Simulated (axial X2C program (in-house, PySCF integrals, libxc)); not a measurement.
## Spin–orbit effects down a group: molecules with Mg, HF

All values come from calculations with an axial X2C code built on PySCF integrals, spin-free (one-electron X2C) or two-component (2c: spin–orbit coupling with atomic mean-field Coulomb and Gaunt terms, which also bring small scalar terms), in Dyall basis sets with cores contracted in-house; open shells are unrestricted.

Basis sets: Br dyall-cv3z, Cl dyall-av3z, I dyall-cv3z, Mg dyall-cv3z.

```csv
molecule,spin-free state,Re (Å),ωe (cm⁻¹),De (eV),2c state,Re 2c (Å),ωe 2c (cm⁻¹),De 2c (eV)
MgCl,"M_S = 1/2, Λ = 0",2.212,465.4,2.88,Ω = 1/2,2.213,465.2,2.82
MgBr,"M_S = 1/2, Λ = 0",2.368,373.0,2.47,Ω = 1/2,2.369,372.6,2.31
MgI,"M_S = 1/2, Λ = 0",2.601,314.9,1.96,Ω = 1/2,2.604,313.0,1.66
```

(1) Work out the shifts from the spin-free to the two-component result.

Each entry is the lowest single determinant of a limited PBE0 search at one distance. De goes to single-determinant-based atoms at the same level (for ions the charge split of lowest energy) and is withheld (n/a) where an atom does not fit its ground term or J level. Main or longest-lived isotopes.

## Answers

(1) 

| molecule | 2c state | ΔRe (Å) | Δωe (cm⁻¹) | ΔDe (eV) |
| --- | --- | --- | --- | --- |
| MgCl | Ω = 1/2 | 0.001 | -0.2 | -0.06 |
| MgBr | Ω = 1/2 | 0.001 | -0.4 | -0.16 |
| MgI | Ω = 1/2 | 0.003 | -1.9 | -0.30 |

Shifts of one unit in the last digit are rounding.
